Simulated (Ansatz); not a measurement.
Spectroscopic constants of LiP, multiplicity 3 (lowest of 2S+1 = 1, 3, 5 at CCSD(T)/def2-TZVPP on PBE0 minima; our sources give no spin for the ground state, which may be another).

| level | bond energy D_e (kcal/mol) |
|---|---|
| SVWN5/def2-TZVPP | 48.89 |
| PBE/def2-TZVPP | 42.08 |
| r2SCAN/def2-TZVPP | 41.24 |
| B97M-V/def2-TZVPP | 46.03 |
| B3LYP/def2-TZVPP | 42.76 |
| PBE0/def2-TZVPP | 40.47 |
| BHLYP/def2-TZVPP | 40.70 |
| CAM-B3LYP/def2-TZVPP | 42.82 |
| wB97X-V/def2-TZVPP | 43.67 |
| wB97M-V/def2-TZVPP | 44.96 |
| B2PLYP/def2-TZVPP | 40.21 |
| CCSD/def2-TZVPP | 34.90 |
| CCSD/def2-QZVPP | 38.76 |
| CCSD(T)/def2-TZVPP | 36.02 |
| CCSD(T)/def2-QZVPP | 40.17 |

The rows run from 34.90 (CCSD/def2-TZVPP) to 48.89 kcal/mol (SVWN5/def2-TZVPP). From def2-TZVPP to def2-QZVPP CCSD(T) changes by 4.15. The 11 functionals in def2-TZVPP without D3 or D4 span 8.68, from B2PLYP to SVWN5.

D_e counts from the fitted minimum to each atom's lowest state at the same level, without counterpoise.

Correlated levels freeze the inner cores; with def2 sets outer-core shells near the valence are correlated too.

The values were computed with Ansatz (an electronic-structure program).
